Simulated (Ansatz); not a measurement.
System: C₆H₁₃S, charge 0, multiplicity 2. It need not be the lowest isomer of its formula. SMILES: C[CH]CCCSC
Geometry from a B3LYP-D3(BJ)/def2-TZVP (Ansatz, a first-principles code) optimisation:
```xyz
20

C     -3.2759     1.2698    -0.4745
C     -2.9384    -0.0119     0.1971
C     -1.7363    -0.7959    -0.1936
C     -0.4127    -0.1889     0.3261
C      0.7981    -1.0069    -0.1048
S      2.3995    -0.3877     0.4964
C      2.5586     1.1273    -0.4862
H     -2.6657     2.1085    -0.1037
H     -3.0974     1.2142    -1.5532
H     -4.3186     1.5509    -0.3150
H     -3.4368    -0.2571     1.1276
H     -1.6744    -0.8588    -1.2875
H     -1.8164    -1.8220     0.1777
H     -0.3216     0.8343    -0.0449
H     -0.4388    -0.1270     1.4161
H      0.8442    -1.0898    -1.1938
H      0.7289    -2.0225     0.2907
H      3.5404     1.5434    -0.2647
H      1.8006     1.8639    -0.2237
H      2.5040     0.9044    -1.5525
```
Charge 0, spin multiplicity 2.

Computed values are from Ansatz. Valence correlation only, unless marked. Open shells are spin-unrestricted. No spin-orbit coupling. No relativistic terms. CBS marks a two-point X^-3 extrapolation of the correlation energy; Hartree-Fock from the larger set. [CCSD(T)-MP2]/basis is that difference in the basis named.

The atomisation energy De is 1839.6 kcal/mol at RI-MP2/CBS(cc-pV(T+d)Z,cc-pV(Q+d)Z)+[CCSD(T)-MP2]/cc-pV(T+d)Z. The total energy is -633.8554 Eh at RI-MP2/CBS(cc-pV(T+d)Z,cc-pV(Q+d)Z)+[CCSD(T)-MP2]/cc-pV(T+d)Z. The dipole moment is 1.61 D at CCSD(T)/aug-cc-pV(D+d)Z and the T1 diagnostic comes out as 0.011 at CCSD/cc-pV(T+d)Z.
